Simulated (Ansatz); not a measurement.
Reactions of ClGeH7Si2 (`[SiH3][GeH]([SiH3])[Cl]`).

Computed with Ansatz on PBE0-D4/def2-TZVP structures; ΔE is electronic, products minus reactants. CBS: MP2 limit from def2 TZ/QZ plus the TZ coupled-cluster correction, frozen cores. This one scheme is used for every species. def2 core potentials past Kr. For Ge, In outer-core shells are correlated without core-valence functions, which leaves a few kJ/mol of doubt a bond. Scalar relativity is left out up to krypton. One conformer a species, not always the lowest.

Question: Order these by ΔE at CCSD(T)/CBS, lowest first. (Best estimate.)
A. `[SiH3][GeH]([SiH3])[Cl]` + H₂O → `[OH][GeH]([SiH3])[SiH3]` + HCl
B. `[SiH3][GeH]([SiH3])[Cl]` → `Cl[SiH2][SiH2][GeH3]`
C. `[SiH3][GeH]([SiH3])[Cl]` + `NB(O)O` → `NB(O)O[SiH3]` + `[SiH3][GeH2][Cl]`
D. `[SiH3][GeH]([SiH3])[Cl]` + `[OH][In]([Cl])[Cl]` → `[SiH3][Ge]([SiH3])([Cl])[Cl]` + `[OH][InH][Cl]`
E. `[SiH3][GeH]([SiH3])[Cl]` + `CNCF` → `CN([SiH3])CF` + `[SiH3][GeH2][Cl]`

Answer: C (-16.0 kcal/mol), E (-4.0 kcal/mol), B (-1.7 kcal/mol), D (+4.9 kcal/mol), A (+15.1 kcal/mol).

Largest T1 diagnostic: 0.015, for `[OH][InH][Cl]`.
